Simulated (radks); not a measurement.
Results of a calculation; reference values are marked as such.
Charge is removed step by step from the 4s down level of As2+, starting from [Ar] 3d10 4s(up 1, down 1) 4p1. Code: a radial shooting solver on a logarithmic mesh with Libxc functionals. Model: scalar-relativistic Kohn-Sham, PBE, spin-polarised, spherical densities, point nucleus; open shells are filled with parallel spins first.

\begin{tabular}{lrrr}
removed (e) & E - E(0) (eV) & eigenvalue (eV) & E minus straight line (eV) \\ \hline
0 & 0.000 & -32.813 & 0.000 \\
0.25 & 8.536 & -35.487 & -1.022 \\
0.5 & 17.745 & -38.202 & -1.370 \\
0.75 & 27.640 & -40.979 & -1.032 \\
1 & 38.229 & -43.652 & 0.000 \\
\end{tabular}

Removing the whole electron costs 38.229 eV by Delta-SCF, against 32.813 eV from minus the eigenvalue at the starting occupation. Slater's transition state (half an electron removed) gives 38.202 eV. Integrating minus the eigenvalue over the occupation (Janak's theorem) gives 38.228 eV. In this scalar-relativistic scheme the density is built from large components alone, so the theorem holds only approximately. The mean slope of the eigenvalue, de/dn, is 10.8 eV per electron.
